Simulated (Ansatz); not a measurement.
MCl2 with several metals: r2SCAN0-D4/def2-TZVP single points in Ansatz on relaxed structures, gas phase. HOMO and LUMO are taken over both spins. Binding counts from free atoms in the multiplicity of their measured ground term, without zero-point energy. Singlets are spin-restricted. The structures are stationary points that may keep the symmetry of their start. Remarks come from the PBE and PBE0 runs and from stability tests at other levels; not every state was tested. HOMO above LUMO (over both spins in singlets and doublets, within one spin in higher multiplets; at PBE or PBE0), or a gap under 0.15 eV within one spin, warns that the state may not be the lowest or that an electron is smeared out.

(1) Estimate the order by HOMO (eV), lowest first.
A. NiCl2 (triplet)
B. MnCl2 (sextet)
C. CoCl2 (quartet)
D. CrCl2 (quintet)
E. CuCl2 (doublet)

(1) A (-9.48), C (-9.28), E (-9.12), B (-8.78), D (-8.14).

In full:

| species | atoms | state | geometry | HOMO (eV) | LUMO (eV) | gap (eV) | binding per atom (eV) | point group (within 0.1 Å) | remarks |
| --- | --- | --- | --- | --- | --- | --- | --- | --- | --- |
| NiCl2 | 3 | triplet | PBE-D4/def2-TZVP | -9.48 | -4.19 | 5.29 | 2.59 | D∞h | – |
| CuCl2 | 3 | doublet | r2SCAN-D4/def2-TZVP | -9.12 | -6.03 | 3.08 | 2.07 | D∞h | near-degenerate levels, HOMO above LUMO, gap within one spin near zero |
| MnCl2 | 3 | sextet | PBE-D4/def2-TZVP | -8.78 | -2.46 | 6.32 | 2.79 | D∞h | – |
| CrCl2 | 3 | quintet | PBE-D4/def2-TZVP | -8.14 | -4.34 | 3.80 | 2.43 | D∞h | near-degenerate levels, gap within one spin near zero |
| CoCl2 | 3 | quartet | PBE0-D4/def2-TZVP | -9.28 | -3.53 | 5.75 | 2.69 | D∞h | – |

The gap (eV) runs from 3.08 (CuCl2) to 6.32 (MnCl2).
